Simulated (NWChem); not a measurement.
# Basis-set dependence for aminoborane (H$_{4}$BN)

```xyz
6

B      0.0000     0.0000     0.7762
N      0.0000     0.0000    -0.6112
H     -1.0575     0.0000     1.3645
H      1.0575     0.0000     1.3645
H      0.8464     0.0000    -1.1658
H     -0.8464     0.0000    -1.1658
```
Charge 0, spin multiplicity 1.

Program: NWChem. Structure: optimised with PBE0/def2-SVP, a minimum by its harmonic frequencies. It is one conformer; others weren't searched.

Hartree-Fock energies in Ha, correlation energies in mHa.

The correlated methods keep 2 core orbitals frozen. Coupled-cluster values serve here as a point of comparison, not as the truth.

```
basis    functions        RHF     MP2  SCS-MP2    CCSD  CCSD+T(CCSD)  CCSD(T)  CR-CCSD[T]  CR-CCSD(T)   RI-MP2
-------  ---------  ---------  ------  -------  ------  ------------  -------  ----------  ----------  -------
3-21G           26  -81.04269  -165.1   -169.1  -187.2        -192.2   -191.7      -191.4      -190.9  not run
cc-pVDZ         48  -81.49903  -265.3   -268.4  -293.5        -301.2   -300.8      -299.8      -299.5   -265.2
cc-pVTZ        116  -81.52598  -327.8   -333.9  -350.9        -363.5   -363.1      -361.3      -361.0   -327.8
```

From cc-pVDZ to cc-pVTZ the Hartree-Fock energy moves by -26.9 mHa and the MP2 correlation energy by -62.5 mHa, which is 19 % of its value in the larger set.
